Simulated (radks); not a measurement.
Task: Species: the gadolinium ion Gd3+. Configuration: [Xe] 4f5 5f2 (not the ground configuration). Method: scalar-relativistic Kohn-Sham, PBE, spin-polarised, spherical densities, finite nucleus; open shells are filled with parallel spins first (spin-orbit coupling, left out, can overturn this in heavy ions); Fermi nuclear charge, rms radius 5.1569 fm; computed with a radial shooting solver on a logarithmic mesh with Libxc functionals. Some entries of the table are withheld. Estimate them.

| orbital | occ. | eigenvalue (eV) | <1/r> (bohr^-1) | <r^2> (bohr^2) |
|---|---|---|---|---|
| 1s down | 1 | -50147.20 | 71.64 | 0.0006549 |
| 1s up | 1 | -50147.20 | 71.64 | 0.0006549 |
| 2s up | 1 | -8325.179 | 16.62 | 0.01028 |
| 2s down | 1 | -8325.136 | 16.62 | 0.01028 |
| 2p up | 3 | -7414.848 | 15.52 | 0.008284 |
| 2p down | 3 | -7414.819 | 15.52 | 0.008283 |
| 3s up | 1 | -1890.147 | 6.096 | 0.06830 |
| 3s down | 1 | -1887.916 | 6.101 | 0.06819 |
| 3p up | 3 | -1608.074 | 5.730 | 0.06849 |
| 3p down | 3 | -1605.855 | 5.736 | 0.06836 |
| 3d up | 5 | -1235.219 | 5.437 | 0.05757 |
| 3d down | 5 | -1233.519 | 5.442 | 0.05742 |
| 4s up | 1 | -425.2493 | 2.582 | 0.3420 |
| 4s down | 1 | -420.2152 | 2.580 | 0.3422 |
| 4p up | 3 | -331.7650 | 2.378 | 0.3844 |
| 4p down | 3 | -326.7965 | 2.376 | 0.3848 |
| 4d up | 5 | -202.2880 | (1) | 0.4557 |
| 4d down | 5 | -197.4103 | (2) | 0.4577 |
| 5s up | 1 | -93.1432 | 1.058 | (3) |
| 5s down | 1 | -90.7709 | 1.046 | (4) |
| 5p up | 3 | -67.9567 | 0.9240 | 2.277 |
| 5p down | 3 | -66.0430 | 0.9126 | 2.316 |
| 4f up | 5 | -60.6650 | 1.650 | (5) |
| 4f down | 0 | -56.1152 | 1.631 | (6) |
| 5f up | 2 | -13.9324 | 0.3453 | 14.66 |

Result: 
(1) 4d up <1/r> (bohr^-1): 2.108
(2) 4d down <1/r> (bohr^-1): 2.104
(3) 5s up <r^2> (bohr^2): 1.778
(4) 5s down <r^2> (bohr^2): 1.809
(5) 4f up <r^2> (bohr^2): 0.7106
(6) 4f down <r^2> (bohr^2): 0.7416
